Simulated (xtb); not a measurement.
Nb(O)2(OH) (HNbO₃), SMILES [OH][Nb](=[O])=[O], multiplicity 1. All values are semi-empirical tight-binding results from xtb (GFN2-xTB unless named), good for trends rather than for accurate numbers. Geometry optimised at GFN2-xTB. The spin state was assumed, not searched. One conformer was computed; it need not be the lowest.

For metal compounds this method's bond lengths and energies can be far off.

Computed properties:
```json
{
  "point_group_as_xtb_finds_it": "Cs",
  "orbital_gap": "1.50 eV",
  "zero_point_energy": "9.7 kcal/mol",
  "G − E(el) at 298.15 K (modified RRHO)": "-8.9 kcal/mol"
}
```
